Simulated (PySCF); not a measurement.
## Static response to an electric field

(ClAlO)3 ring, Al3Cl3O3.
Cartesian coordinates in Å at the PBE0-D3(BJ)/def2-SVP level; atoms count from 1:
```
atom  x, y, z in Å
Al1    0.218    1.723   -0.172
Cl2    0.463    3.776   -0.367
O3    -1.097    1.030    0.663
Al4   -1.375   -0.642    0.846
Cl5   -3.022   -1.428    1.834
O6    -0.187   -1.640    0.140
Al7    1.194   -1.091   -0.693
Cl8    2.619   -2.400   -1.440
O9     1.320    0.604   -0.837
```

Level: CAM-B3LYP/def2-SVPD (PySCF), static field, nuclei fixed, core orbitals frozen in the response. The polarisability tensor in these axes (au):

```
x   106.93  -0.32 -14.59
y    -0.32 115.95  -0.83
z   -14.59  -0.83  90.67
```

**Question.** Diagonalise the tensor; give its mean and Δα, where Δα² is half the sum of the squared differences of the eigenvalues.

**Answer.** Principal values 82.08, 115.46 and 116.01 au; mean 104.52 au = 15.49 Å³ = 17.23 × 10⁻⁴⁰ C²·m²/J; Δα = 33.66 au (32 % of the mean).

**Question.** What is the dipole moment?

**Answer.** 0.06 D at this geometry.

**Question.** Along which axes do the principal values lie, and how far do the nuclei extend along each?

**Answer.** Largest value along (0.22, 0.96, -0.16), where the nuclei span 6.12 Å; middle along (0.83, -0.27, -0.48), 6.55 Å; least along (0.51, 0.03, 0.86), 0.08 Å. The strongest response doesn't lie along the longest of the three spans.

**Question.** Find the Langevin capture rate constant for NH4+ (18.034 u) meeting this molecule (233.836 u), k = 2.342 × 10⁻⁹ cm³/s × √(α in Å³ / reduced mass in u).

**Answer.** The reduced mass is 16.74 u, so k = 2.25 × 10⁻⁹ cm³/s.

**Question.** Molar refractivity from α?

**Answer.** Lorentz–Lorenz: R = (4π/3)N_A α = 2.5225 cm³/(mol·Å³) × 15.49 Å³ = 39.1 cm³/mol, in the limit of long wavelengths.

One conformer (not necessarily the lowest) at the PBE0-D3(BJ)/def2-SVP geometry, without solvent, vibrations or thermal averaging.

These values come from a run that also computed excited states and ΔSCF ions. The run took 14 min of wall time (with the writing of density and orbital grids) on one thread, Intel Xeon at 2.50 GHz (x86_64), shared host with 64 logical CPUs at a one-minute load of 62, and the process peaked at 1.5 GiB of memory.
